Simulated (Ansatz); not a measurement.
Cartesian coordinates in Å:
```
O -1.3475 1.8253 0.4972
Ge -0.7851 0.1593 0.3435
N 1.0463 -0.1048 0.7812
C 1.2711 -0.5410 -0.5577
C 0.1486 -0.3542 -1.2668
F -0.0323 -0.4408 -2.5794
H -2.0643 1.9201 1.1281
H -1.7808 -0.7722 1.0599
H 1.3015 -0.7931 1.4817
H 2.2424 -0.8987 -0.8877
```

The species carries charge 0 and has multiplicity 1.

List the ωB97M-V/def2-TZVPP orbital energies in eV (Ansatz). (Best estimate.)

Ansatz gave: Occupied: -10867.30, -1363.05, -1210.80, -1210.78, -1210.76, -677.93, -526.30, -394.53, -283.30, -282.66, -174.94, -124.21, -124.18, -124.14, -37.13, -37.05, -37.01, -36.96, -36.94, -36.94, -30.55, -28.14, -22.97, -19.57, -18.62, -16.95, -16.19, -15.94, -15.48, -14.89, -13.20, -12.56, -12.08, -11.19, -10.96, -8.45. Lowest empty: 1.61, 2.00, 2.68, 3.12, 3.37, 4.09, 4.42, 4.63.
